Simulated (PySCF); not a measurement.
## H6AlSi2, SMILES `[SiH3][Al][SiH3]` (charge 0, multiplicity 2)

The numbers are results of ωB97X-D3(BJ)/def2-TZVP // PBE0-D3(BJ)/def2-TZVP run with PySCF, not measurements.

| Item | Result |
|---|---|
| highest occupied spin orbital | -7.47 eV |
| dipole moment | 0.74 D |
| total energy | -22451.32 eV |
| cost | about 120 core-seconds (a rough figure) |

```xyz
9

Si    -2.1161    -0.0277    -0.0390
Al    -0.0096    -1.2496    -0.4716
Si     2.1154    -0.0745    -0.0002
H     -2.3052     0.0986     1.4377
H     -3.3208    -0.7118    -0.5854
H     -2.0831     1.3521    -0.6085
H      2.1012     0.5755     1.3438
H      3.3087    -0.9637    -0.0578
H      2.3095     1.0009    -1.0190
```
Charge 0, spin multiplicity 2.
